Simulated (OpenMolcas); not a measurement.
Ir5+ among 6 point charges of -1.7 e arranged as a trigonal antiprism (D3d), with a polar angle of 47.1° against the regular 54.74°.

```
Program             : OpenMolcas 26.06
Method              : CASSCF
Basis               : ANO-RCC-VDZP [7s6p4d2f]
Scalar Hamiltonian  : DKH2, point nucleus
Active space        : 4 electrons in 5 orbitals (5d)
State averaging     : 2S+1 = 5 even, 5 roots; 2S+1 = 3 even, 45 roots; 2S+1 = 1 even, 50 roots
Spin-orbit coupling : RASSI with atomic mean-field integrals over the reference wave functions
```

All point charges move together. At R = 1.72 Å the first state of the same spin is 9521 cm-1, and at R = 1.9 Å it is 5144 cm-1.

Problem. A third run gives 3560 cm-1. What distance was it run at?

Solution. With a power law R^-n the two known points give n = -ln(5144 / 9521) / ln(1.9 / 1.72) = 6.19. Then R = 1.72 × (9521 / 3560)^(1/6.19) = 2.016 Å. The run was at 2.01 Å, so the estimate is off by +0.006 Å.

Without dynamic correlation the repulsion within the d shell is too large (B by tens of per cent), so at a given field states of lower spin stand too high. This shell can be high or low spin here, a state of another spin lies low, and with metal d orbitals alone active their balance is uncertain, so the ground spin may be wrong. Point charges give a weaker field than real ligands, and real ions of this kind are as a rule low spin; the high spin found here belongs to the model. Spin-orbit coupling mixes the spin-free states strongly: the lowest level takes only 40 % from its leading state, 5E (figures for R = 1.72; the like holds for R = 1.9, R = 2.01). This is an electrostatic model: the charges have no orbitals. No measured value stands beside these numbers.
